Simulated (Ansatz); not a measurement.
The same germylene extrusion along the group C, Si, Ge.

Calculated with Ansatz (gas phase, PBE0-D4/def2-TZVP geometries, no zero-point term in ΔE). CBS: MP2 limit from def2 TZ/QZ plus the TZ coupled-cluster correction, frozen cores. This one scheme is used for every species. Functionals use def2-TZVPP. For Ge outer-core shells are correlated without core-valence functions, which leaves a few kJ/mol of doubt a bond. Scalar relativity is left out up to krypton.

| reaction | PBE0-D4 (kJ/mol) | CCSD/CBS(def2) (kJ/mol) | CCSD(T)/CBS(def2) (kJ/mol) |
| --- | --- | --- | --- |
| `F[CH2][AlH2]` → `[AlH3]` + `[CH]F` | 401 | 374 | 377 |
| `F[SiH2][AlH2]` → `[AlH3]` + `F[SiH]` | 212 | 193 | 195 |
| `[F][GeH2][AlH2]` → `[AlH3]` + `[F][GeH]` | 150 | 135 | 137 |

Largest T1 diagnostic: 0.018, for `[CH]F`.
